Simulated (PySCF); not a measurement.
Vertical excitations of a molecule C5H15NO2Si from TDA-B3LYP/def2-SVP (PySCF), as energy in eV (oscillator strength): 6.53 (0.008), 6.93 (0.015), 7.39 (0.107), 7.73 (0.068), 7.85 (0.005), 7.97 (0.023). Lowest triplet (TDA): 6.36 eV. Coordinates come from a r2SCAN-D4/def2-SVP optimisation. One conformer was computed; it need not be the lowest.

Task: Which molecule gave these data?
(A) CCO[Si](C)(N)OCC
(B) CCO[SiH](OC)N(C)C
(C) CCN(C)[SiH](OC)OC
(D) CO[Si](C)(OC)N(C)C

Result: B, CCO[SiH](OC)N(C)C
